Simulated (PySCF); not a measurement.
# Telling isomers of C5H10FOP apart by NMR

How the numbers were obtained: geometry: GFN2-xTB, shieldings: GIAO PBE0/pcSseg-1, in PySCF 2.14.0 with density-fitted response routines (relativity neglected, rapidly exchanging positions averaged, gas phase, one computed conformer).

Shifts are taken against calculated references (same method and geometry level): 1H (σref 31.72), 13C (σref 186.93) against TMS. Splittings of carbon signals by F and P are missing where no couplings were computed. Where no couplings were computed, multiplicities follow the n + 1 count of equivalent neighbours, and m marks all less simple cases (inequivalent or close neighbours, rings, F or P nearby). Shifts are as computed. Against solution values, carbons near 30 ppm lie about +3 ppm off and those near 130 ppm about +5 ppm. Of 1211 compounds with measured shifts, 218 miss one by over three times the rms of a fit or turn the order of signals round; such compounds aren't used in these exercises. OH and NH positions are gas-phase values without hydrogen bonding to other molecules.

(1) Tabulate the signals of `COCC/P=C(\C)F`, `CC(C)/C(F)=P\CO` and their relative energies.

(2) What is the quickest way to tell COCC/P=C(\C)F from CC(C)/C(F)=P\CO?

Answers

(1) 
| SMILES | carbon types | δC | δH | E rel. (kcal/mol) |
| --- | --- | --- | --- | --- |
| COCC/P=C(\C)F | 1×C 2×CH2 2×CH3 | 232.4, 71.8, 58.4, 28.8, 24.3 | 3.76 (m, 2H), 3.46 (s, 3H), 2.48 (m, 3H), 2.30 (m, 2H) | 8.9 |
| CC(C)/C(F)=P\CO | 1×C 1×CH 1×CH2 2×CH3 | 255.4, 63.6, 40.9, 22.7 | 4.58 (m, 2H), 3.88 (m, 1H), 1.26 (d, 6H), 0.38 (br s, 1H) | 0.0 |

Energies are electronic energies at PBE0/pcSseg-1 on these geometries, without zero-point or thermal terms, each for the one conformer computed, which needn't be the lowest.

(2) Count the carbon signals: 5 against 4. The first has a methyl carbon bonded to O (CH3) at 58.4 ppm, the second an sp3 CH at 40.9 ppm. Their most deshielded carbons lie at 232.4 and 255.4 ppm. In the proton spectra the most deshielded non-exchanging signals are 3.76 (m, 2H) and 4.58 (m, 2H).
